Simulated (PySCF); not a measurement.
Mg(OH)(SMe) (CH4MgOS), SMILES C[S][Mg][OH]. Coordinates come from a PBE0-D3(BJ)/def2-SVP optimisation. Other conformers were not sampled.

Q: Give the equilibrium geometry at PBE0-D3(BJ)/def2-SVP (PySCF confirms it by a frequency run) as bond lengths and angles, and its point group. (The exact figures need the calculation; the answer reports its results.)

A: This is not unique; one that fits is point group Cs.
Atoms: Mg1 O2 H3 S4 C5 H6 H7 H8. Bond lengths (Å): Mg1–O2 1.759, Mg1–S4 2.302, O2–H3 0.951, S4–C5 1.833, C5–H6 1.099, C5–H7 1.099, C5–H8 1.099. Angles (°): O2–Mg1–S4 179.6, Mg1–O2–H3 174.4, Mg1–S4–C5 103.4, S4–C5–H6 112.3, S4–C5–H7 106.9, S4–C5–H8 112.3, H6–C5–H7 107.9, H6–C5–H8 109.4, H7–C5–H8 107.9.
Charge 0, spin multiplicity 1.
